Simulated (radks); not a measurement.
All-electron atom: Ta+ in [Xe] 4f14 5d3 6s1. All-electron calculation, scalar-relativistic Kohn-Sham, PBE, spin-unpolarised, spherical densities, point nucleus. Program: a radial shooting solver on a logarithmic mesh with Libxc functionals.

Radial electron density D(r) = 4 pi r^2 rho(r):

```
   r/bohr * D(r) (the largest magnitude, 131, reaches the edge; | marks zero)
 0.000686 | *
0.0009298 |  *
  0.00126 |   *
 0.001708 |      *
 0.002314 |         *
 0.003137 |              *
 0.004251 |                     *
 0.005761 |                            *
 0.007808 |                                    *
  0.01058 |                                        *
  0.01434 |                                         *
  0.01944 |                                      *
  0.02634 |                                    *
   0.0357 |                                           *
  0.04838 |                                                     *
  0.06557 |                                                      *
  0.08887 |                                            *
   0.1204 |                                            *
   0.1632 |                                                  *
   0.2212 |                                     *
   0.2998 |                         *
   0.4063 |                              *
   0.5507 |                        *
   0.7463 |           *
    1.011 |      *
    1.371 |   *
    1.858 | *
    2.518 |*
    3.412 *
    4.625 *
    6.268 *
    8.495 *
```

D(r) has 4 maxima, at r = 0.0126, 0.0577, 0.161, 0.426 bohr, and minima at 0.0243, 0.103, 0.302 bohr, inside which lie 1.91, 11.03, 29.86 electrons.
